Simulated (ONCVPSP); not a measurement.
## S (Z = 16): ONCV pseudisation with PBE, scalar-relativistic reference atom.

S (Z = 16), optimised norm-conserving Vanderbilt (ONCV), made with ONCVPSP 4.0.1 (PBE, scalar-relativistic). Core [Ne], reference 3s1 3p5. Waves: 3s: rc 1.45 bohr, ncon 4, nbas 8, qcut 3.8 1/bohr, 2 projectors, debl 3.8 Ha; 3p: rc 1.10 bohr, ncon 4, nbas 7, qcut 8.8 1/bohr, 2 projectors, debl 1.5 Ha. Local part: polynomial inside 0.85 bohr (lpopt 3, dvloc0 0 Ha). Core correction: none.

All-electron outer shells of the reference configuration (PBE, scalar-relativistic, ld1.x):

```
shell  level (eV)  outermost node (bohr)  outermost maximum (bohr)
   2s     -213.15                   0.13                      0.39
   2p     -157.93                      –                      0.33
   3s      -17.93                   0.60                      1.40
   3p       -7.56                   0.58                      1.59
```

**Question.** Does the generator finish with these settings?

**Answer.** Yes, a potential is produced and its reference levels are reproduced.

**Question.** Estimate the cutoffs (Ha) at which the residual kinetic energy of the hardest occupied pseudo-wave falls to 1 and 0.1 mHa per electron.

**Answer.** 61 Ha and 114 Ha.

**Question.** What does a ghost test show?

**Answer.** Ghosts flagged at negative energy: p at -125.9 eV; GHOST(+) flagged for s at 174.9 eV. A true bound ghost makes a file unfit for plane-wave use.

**Question.** Tests: 3s2 3p4; 3s2 3p3; 3s2 3p2; 3s2 3p0. Which has the largest error in its energy relative to the reference configuration, and how large is it?

**Answer.** 3s2 3p0, with +116 meV (all-electron minus pseudo) on +104.58 eV.
